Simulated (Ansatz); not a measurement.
Ideal-gas functions of ClH2O2Si, SMILES `O[Si](O)Cl` radical at 400 K and 1 bar, from an Ansatz frequency run at PBE0-D4/def2-TZVP.

Molar mass 97.55 g/mol, point group Cs (symmetry number 1), electronic degeneracy 2, moments of inertia 68.917, 148.395, 203.323 u Å². Harmonic wavenumbers (cm⁻¹, unscaled): 60, 241, 250, 295, 348, 514, 772, 840, 876, 973, 3920, 3920.

Use S(trans) = R[1.5 ln M + 2.5 ln T − 1.1517]; rotational temperatures θ = 24.2544 K / I; S(rot) = R[ln(√π/σ · √(T³/θAθBθC)) + 1.5]; for each mode x = 1.438777 ν̃/T, S = R[x/(eˣ − 1) − ln(1 − e⁻ˣ)] and H = RT x/(eˣ − 1); 1 cm⁻¹ = 0.0119627 kJ/mol; R = 8.31446 J/(mol·K).

By hand: the entropy, in J/(mol·K).

Translation 172.1. Rotation: θ = 0.3519, 0.1634, 0.1193 K, giving 112.7. Vibration, mode by mode: 21.08, 9.76, 9.47, 8.20, 6.97, 4.30, 2.07, 1.70, 1.54, 1.16, 0.00, 0.00, in all 66.2. Electronic 5.8. Sum 356.8 J/(mol·K).

By hand: H − E and G − E in kJ/mol, counted from the electronic energy.

Zero-point energy ½ × 13009 × 0.0119627 = 77.8; thermal vibration 13.8; translation, rotation and pV give 4 RT = 13.3. H − E = 104.9 kJ/mol, and G − E = 104.9 − 400 × 356.8/1000 = -37.8 kJ/mol.

Vibration gives 19 % of the entropy, 21.1 J/(mol·K) of it from the mode under 150 cm⁻¹: soft modes count most, and the harmonic formula is weakest for them. The sum counts one conformer and one mirror image; others add a mixing term.
